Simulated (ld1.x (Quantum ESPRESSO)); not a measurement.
carbon, PAW: configuration errors across variants

```
Element                 : carbon (C)
Generator               : ld1.x (Quantum ESPRESSO) 7.5
Type                    : PAW
Functional              : LDA (PZ)
Relativity              : scalar-relativistic
Frozen core             : [He]
Valence charge          : 4
Reference configuration : 2s2 2p2
Partial waves           : 2s (bound): rcut 1.35, rcutus 1.50 bohr; 2s channel at 1.35 Ry: rcut 1.35, rcutus 1.50 bohr; 2p (bound): rcut 1.80, rcutus 2.35 bohr; 2p channel at 1.5 Ry: rcut 1.80, rcutus 2.35 bohr
Local potential         : all-electron potential smoothed inside 1.80 bohr (lloc = -1)
Core correction         : Bessel-smoothed model core inside 0.70 bohr
Augmentation charge     : BESSEL, radius 1.10 bohr
```

All-electron excitation energies from the reference (eV): (1) 2s2 2p1 10.988; (2) 2s2 2p0 35.247; (3) 2s1 2p0 83.217; (4) 2s2 2p1.5 4.029; (5) 2s2 2p2.3 -1.199; (6) 2s0 2p4 16.517; (7) 2s1 2p3 8.242.

Errors AE − PS in meV (a dash: test not solved or not reliable):

| change | (1) | (2) | (3) | (4) | (5) | (6) | (7) | bound ghosts |
| --- | --- | --- | --- | --- | --- | --- | --- | --- |
| base | +1.8 | +9.6 | -1.7 | +0.4 | +0.2 | +0.9 | +0.3 | none |
| core correction a·sin(br)/r model core, default radius (ld1.x builds one for every PAW set, though the input has nlcc=.false.) | +0.3 | -1.4 | -18 | +0.2 | +0.2 | 0.0 | -0.1 | none |
| core correction Bessel-smoothed model core inside 0.60 bohr | +2.1 | +12 | +0.3 | +0.5 | +0.2 | +1.0 | +0.4 | none |
| core correction Bessel-smoothed model core inside 0.76 bohr | +1.5 | +8.0 | -3.5 | +0.4 | +0.2 | +0.8 | +0.2 | none |
| core correction Bessel-smoothed model core inside 0.94 bohr | +0.8 | +2.9 | -9.4 | +0.3 | +0.2 | +0.4 | 0.0 | none |
| core correction Bessel-smoothed model core inside 1.06 bohr | +0.5 | +0.3 | -13 | +0.2 | +0.2 | +0.2 | -0.1 | none |
| core correction Bessel-smoothed model core inside 1.24 bohr | +0.3 | -1.2 | -16 | +0.2 | +0.2 | +0.1 | -0.1 | none |
| core correction Bessel-smoothed model core inside 1.34 bohr | +0.3 | -1.4 | -17 | +0.2 | +0.2 | +0.1 | -0.1 | none |
| core correction Bessel-smoothed model core inside 1.52 bohr | +0.3 | -1.4 | -18 | +0.2 | +0.2 | +0.1 | -0.1 | none |
| core correction Bessel-smoothed model core inside 1.80 bohr | +0.3 | -1.4 | -18 | +0.2 | +0.1 | 0.0 | -0.1 | none |

Problem. Give the same row for: core correction Bessel-smoothed model core inside 1.64 bohr.

Solution. +0.3, -1.4, -18, +0.2, +0.2, 0.0, -0.1; bound ghosts: none.
